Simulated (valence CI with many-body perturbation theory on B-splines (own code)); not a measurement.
# From CI to CI+MBPT in Eu V

Calculated by relativistic CI+MBPT: five valence electrons over a frozen Dirac-Fock core [Xe], radial functions for each j: 7 s, 7 p, 7 d, 7 f, 4 g, 2 h, with the one-electron correlation potential Σ1 (screened to all orders), the two-electron term Σ2, the three-electron term Σ3, Breit, model QED; the open f shell's mean field enters the energy denominators; selected single and double excitations, second order for the rest, scaled by the run's own slope (own B-spline code, finite nucleus).

Against measured spectra of neutral and singly charged lanthanides and actinides this method errs by a few hundred cm⁻¹ within a configuration and by up to about 5,000 between configurations. No measured levels were compared; by estimate terms of the open shell hold to a few per cent of their energy, and close levels can change places. Core correlation moves these levels by up to 5300 cm⁻¹, and in measured spectra 5 to 20 % of such shifts remained as error; rates that hang on mixing are uncertain with them. Not all symmetries were solved, so the list stops early. Among the levels kept, up to 960 cm⁻¹ of a level comes from second order outside the variational space, and about a tenth of that is noise between levels of different J, which matters for small intervals. Only levels of the ground parity were solved; by the run's estimate the other parity begins above the list, which can be wrong where configurations are misplaced.

Each rung adds one term. CI alone is the Dirac-Coulomb CI over the frozen core; QED comes last and gives the full result, which names the levels. Energies are above 4f⁵ ⁶H°_5/2 on the same rung, in cm⁻¹.

Names give the largest LS component (configuration and term), which can be under half, so a name can repeat, a term be missing and a line seem to break the LS rules; names also repeat where a configuration has a term twice.

| Level | CI alone |
| --- | --- |
| 4f⁵ ⁶H°_7/2 | 1012 |
| 4f⁵ ⁶H°_9/2 | 2211 |
| 4f⁵ ⁶H°_11/2 | 3550 |
| 4f⁵ ⁶H°_13/2 | 4953 |
| 4f⁵ ⁶F°_1/2 | 6755 |
| 4f⁵ ⁶F°_3/2 | 6998 |
| 4f⁵ ⁶H°_15/2 | 6403 |
| 4f⁵ ⁶F°_5/2 | 7475 |
| 4f⁵ ⁶F°_7/2 | 8328 |
| 4f⁵ ⁶F°_9/2 | 9532 |
| 4f⁵ ⁶F°_11/2 | 10981 |
| 4f⁵ ⁴G°_5/2 | 16477 |
| 4f⁵ ⁴F°_3/2 | 17068 |
| 4f⁵ ⁴M°_15/2 | 20736 |
| 4f⁵ ⁴G°_7/2 | 18513 |
| 4f⁵ ⁴I°_9/2 | 19577 |

(1) What do these energies become with core correlation, Breit and QED?

(2) How does the ionisation energy move along the ladder, and which term matters most?

## Answers

(1) 4f⁵ ⁶H°_7/2 1335 (+323); 4f⁵ ⁶H°_9/2 2871 (+659); 4f⁵ ⁶H°_11/2 4549 (+999); 4f⁵ ⁶H°_13/2 6300 (+1346); 4f⁵ ⁶F°_1/2 7460 (+705); 4f⁵ ⁶F°_3/2 7763 (+765); 4f⁵ ⁶H°_15/2 8088 (+1684); 4f⁵ ⁶F°_5/2 8386 (+911); 4f⁵ ⁶F°_7/2 9496 (+1168); 4f⁵ ⁶F°_9/2 10994 (+1462); 4f⁵ ⁶F°_11/2 12748 (+1767); 4f⁵ ⁴G°_5/2 20877 (+4400); 4f⁵ ⁴F°_3/2 22205 (+5137); 4f⁵ ⁴M°_15/2 23179 (+2444); 4f⁵ ⁴G°_7/2 23616 (+5103); 4f⁵ ⁴I°_9/2 23804 (+4228).

(2) CI alone 44.167, + Σ1 47.759, + Σ2 62.902, + Σ3 62.923, + Breit 63.038, + QED 63.061 eV. The largest step is Σ2, 15.143 eV. NIST lists 63.2 ± 0.4 eV (semi-empirical).
